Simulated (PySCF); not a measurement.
C2H7MgNO. Atoms are numbered in the order given.

```xyz
12

Mg     0.0000     0.0000    -1.0168
O      0.0000     0.0000    -2.7798
H      0.0000     0.0000    -3.7299
N      0.0000     0.0000     0.8863
C      0.0000     1.1866     1.6961
C      0.0000    -1.1866     1.6961
H     -0.8887     1.2517     2.3627
H      0.8887     1.2517     2.3627
H      0.0000     2.1040     1.0810
H      0.8887    -1.2517     2.3627
H     -0.8887    -1.2517     2.3627
H      0.0000    -2.1040     1.0810
```

Geometry optimised at PBE0-D3(BJ)/def2-SVP. The structure was generated by enumeration; whether it is a known compound was not checked. Other conformers were not sampled.

Calculation: PBE/pcSseg-1 (PySCF).

GIAO shieldings, no solvent; atoms alike by connectivity are averaged. δ = σ(ref) − σ: ¹⁷O against H2O (σ = 334.3 ppm); ¹H against TMS (σ = 31.49 ppm); ¹⁵N against NH3 (σ = 267.0 ppm); ¹³C against TMS (σ = 182.0 ppm), references at their B3LYP-D3(BJ)/def2-TZVP geometries, non-relativistic.

```tsv
nucleus	atoms	count	δ (ppm)
¹⁷O	O2	1	-60.5
¹H	H7, H8, H9, H10, H11, H12	6	3.04
¹H	H3	1	-0.50
¹⁵N	N4	1	12.4
¹³C	C5, C6	2	51.1
```
